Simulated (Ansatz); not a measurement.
(1) Predict a relaxed structure of Be2Te2 (the lowest singlet isomer of a short search), charge 0, singlet, at PBE0-D4/def2-TZVP (Ansatz).

Results:

(1) 
```xyz
4

Be    0.135   -1.012   -0.215
Be   -0.135    1.012    0.215
Te    1.161    0.487   -1.565
Te   -1.161   -0.487    1.565
```
Point group D2h (tolerance 0.1 Å). This is one stationary point.

In the def2 sets Te takes a core potential; there is no spin–orbit coupling. The structure comes from a short search, and lower isomers may exist.
